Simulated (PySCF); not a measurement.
# Telling isomers of C7H5NO2 apart by NMR

Theory: geometry: GFN2-xTB, shielding tensors at PBE0/pcSseg-1 (GIAO), in PySCF (one conformer, isolated molecule, equivalent nuclei averaged, no relativistic terms).

δ = σ(ref) − σ, references computed at the same level: ¹H (31.72 ppm) and ¹³C (186.93 ppm) vs TMS. Where no couplings were computed, multiplicities follow the n + 1 count of equivalent neighbours, and m marks all less simple cases (inequivalent or close neighbours, rings, F or P nearby). Shifts are as computed. Against solution values, carbons near 30 ppm lie about +3 ppm off and those near 130 ppm about +5 ppm (rms about the fit 2.1 ppm; single classes can miss by 10 ppm). Of 1328 compounds with measured shifts, 309 miss one by over three times the rms of a fit or turn the order of signals round; such compounds aren't used in these exercises. Signals without a measured value on file couldn't be tested in this way; 1H shifts scatter by 0.2 ppm about their fit, and single ones miss by 0.5 ppm. OH and NH positions are gas-phase values without hydrogen bonding to other molecules.

(1) Tabulate the signals of `Oc1ccc2cnoc2c1`, `C=Nc1coc2ccoc12` and their relative energies.

(2) What is the quickest way to tell Oc1ccc2cnoc2c1 from C=Nc1coc2ccoc12?

Answers

(1) 
| SMILES | carbon types | δC | δH | E rel. (kcal/mol) |
| --- | --- | --- | --- | --- |
| Oc1ccc2cnoc2c1 | 3×C 4×CH | 171.9, 164.5, 149.1, 127.9, 122.3, 117.6, 98.0 | 8.53 (m, 1H), 7.95 (d, 1H), 7.25 (d, 1H), 6.99 (s, 1H), 4.64 (br s, 1H) | 0.0 |
| C=Nc1coc2ccoc12 | 3×C 3×CH 1×CH2 | 157.5, 155.9, 152.3, 149.8, 148.6, 134.6, 104.3 | 8.37 (d, 1H), 8.04 (s, 1H), 7.58 (m, 1H), 7.53 (d, 1H), 6.68 (m, 1H) | 30.3 |

Energies are electronic energies at PBE0/pcSseg-1 on these geometries, without zero-point or thermal terms, each for the one conformer computed, which needn't be the lowest.

(2) Both give the same number of carbon signals, but DEPT or the intensities differ. The first has an aromatic CH at 127.9 ppm, the second a C=N carbon (CH2) at 155.9 ppm. Their most deshielded carbons lie at 171.9 and 157.5 ppm.
